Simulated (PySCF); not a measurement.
**C₆ coefficients of unlike pairs at PBE**

Calculated with PySCF 2.14 from the dipole response of each species, C₆(A,B) = (3/π) ∫ α_A(iu) α_B(iu) du, in atomic units, from isotropic polarisabilities. For ions this is the dispersion term alone; charge-induced terms of lower order in 1/R come first.

| species | configuration | basis | relativity | α (bohr³) | C₆ (like pair) |
| --- | --- | --- | --- | --- | --- |
| Ar(3+) | [Ne] 3s2 3p3 (4S) | x2c-QZVPPall with one added diffuse shell each of s, p, d, f type (10s7p5d3f1g) | spin-free X2C | 3.575 | 9.705 |
| B(2+) | [He] 2s1 (2S) | aug-cc-pwCVQZ (9s8p6d4f2g) | none | 6.978 | 9.264 |
| F | [He] 2s2 2p5 (2P) | def2-TZVPPD (6s4p3d1f) | none | 4.101 | 11.15 |
| Co(3+) | [Ar] 3d6 (5D) | aug-cc-pVDZ (7s6p4d2f) | none | 1.837 | 4.299 |

(1) Estimate C₆ for B(2+) with Ar(3+).

No spin-orbit coupling is included.

The other pairs:

| pair | C₆ |
| --- | --- |
| F, B(2+) | 8.610 |
| Co(3+), F | 6.608 |
| Co(3+), Ar(3+) | 6.191 |
| Co(3+), B(2+) | 4.417 |
| F, Ar(3+) | 10.39 |

Results:

(1) The integral gives 7.824. The combination rule 2 C_A C_B / (C_A α_B/α_A + C_B α_A/α_B) gives 7.590 and the geometric mean 9.482.
